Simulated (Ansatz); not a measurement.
A run for Ansatz (an electronic-structure program): R-wB97M-V/def2-TZVPP on BH3O2Se (SMILES OB(O)[SeH]), a point of a torsion scan.

Ansatz 0.2 input:
```yaml
crystal:
  periodic: [false, false, false]
  atoms:
    - {symbol: O, position_ang: [-0.94380601, -1.05958173, -0.19636187]}
    - {symbol: B, position_ang: [-0.00555911, -0.18502848, 0.19027234]}
    - {symbol: O, position_ang: [-0.09487298, 1.15432469, 0.24635804]}
    - {symbol: Se, position_ang: [1.65347332, -0.95451355, 0.86197464]}
    - {symbol: H, position_ang: [-1.77720360, -0.75539516, -0.55580925]}
    - {symbol: H, position_ang: [-0.89592058, 1.59518852, -0.03817153]}
    - {symbol: H, position_ang: [1.96803894, 0.12308676, 1.75491205]}
basis:
  gaussian:
    orbitals: def2-TZVPP
hamiltonian:
  xc: {name: wB97M-V}
scf: {lower_state_search: off}
```

The head of its log:

```
WARN ansatz: RAYON_NUM_THREADS=1 ignored (pool sized by the plan → 1); use --threads N
Functional definition: wB97M-V
these checks for a lower state are left out or cut short: stability, starts, cluster_reference, orbital_swaps, neighbouring_geometries, increment
integrals: 0.13 GiB planned
1043 factors; their error is unknown
integrals: 0.16 GiB planned
222 factors; integrals over basis functions are off by at most 8.2e-6 eV
mean field: 1.09 GiB planned
mean field evaluation 1: about -70163.1576 eV, gradient 6.0e1 eV
mean field evaluation 2: about -70163.1852 eV, gradient 6.2e1 eV
```

Problem. Predict the final total energy.

Solution. -2578.6690 hartree.
